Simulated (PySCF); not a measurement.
## Low-lying terms of He (helium, neutral)

Ground state 1s2, ¹S. Calculation: PySCF 2.14, in aug-cc-pVDZ with one added diffuse shell each of s, p type (4s3p, 13 functions); no relativity, point nucleus. Vertical excitation energies in eV without spin-orbit coupling; excited terms of each kind are numbered among those the solver found. Frozen: nothing.

```
 term  leading excitation  EOM-EE-CCSD  measured centre of gravity (NIST)
 1 3S              1s → s       19.633                      19.820 (1s2s)
 1 1S              1s → s       20.440                      22.920 (1s3s)
1 3P°              1s → p       20.830                      20.964 (1s2p)
1 1P°              1s → p       21.139                      21.218 (1s2p)
 2 3S              1s → s       23.233                                n/a
 2 1S              1s → s       24.273                                n/a
```

Only the lower part of the computed list is shown. Doubly excited terms such as np² are absent. The solver can miss terms. Rydberg members are limited by the diffuse functions of the basis.
